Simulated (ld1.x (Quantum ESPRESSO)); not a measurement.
**Configuration tests for oxygen (TM semilocal)**

oxygen (O), norm-conserving Troullier–Martins (semilocal form), made with ld1.x (Quantum ESPRESSO) 7.5 (PBEsol, non-relativistic). Core [He], reference 2s2 2p4. Waves: 2p (bound): rc 1.10 bohr; 3d channel at 0.05 Ry: rc 0.90 bohr; 2s (bound): rc 0.70 bohr. Local part: the s channel. Core correction: none.

Energies are relative to the spin-unpolarised reference configuration 2s2 2p4; without spin polarisation the order of configurations can differ from experiment.

```tsv
valence configuration	charge	ΔE all-electron (eV)	error AE − PS (meV)
2s2 2p3	+1	16.368	+0.7
2s2 2p2	+2	49.853	+32
2s2 2p1	+3	103.563	+211
2s1 2p5	0	14.801	+8.7
2s2 2p3.5	+0.5	6.258	-0.2
2s0 2p6	0	29.640	+34
2s2 2p4.3	-0.3	-2.109	-0.1
```
